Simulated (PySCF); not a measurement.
# How methods differ on the ionisation energy of Rh²⁺

Rh²⁺ [Kr] 4d7 (4F) → Rh³⁺ [Kr] 4d6 (5D), as a difference of total energies. All numbers are calculated (PySCF 2.14, scalar relativity through the core potential, in aug-cc-pVTZ-PP with one added diffuse shell each of s, p, d, f, g type with ECP28MDF (7s7p6d4f3g, 113 functions)). Correlated levels: valence: 4s2 4p6 frozen. The calculations carry no spin-orbit coupling.

| method | ionisation energy (eV) |
| --- | --- |
| UHF | 29.305 |
| LDA | 31.251 |
| PBE | 31.107 |
| PBE0 | 30.955 |
| r2SCAN | 30.761 |
| revPBE | 31.053 |
| BHandHLYP | 30.835 |
| B97-3 | 31.067 |
| MP2 (valence) | 30.651 |
| SCS-MP2 (valence) | 30.819 |

Task: How much does correlation contribute at MP2 (valence)?

Result: 30.651 − (29.305) = 1.346 eV, measured against UHF.

The reference lies between the lowest fine-structure levels, while these numbers refer to the centres of the terms.

Errors of the correlated levels include the incompleteness of this basis and the frozen core.

For comparison: 31.06 eV (semi-empirical (NIST evaluation); NIST Atomic Spectra Database, ionization energies).
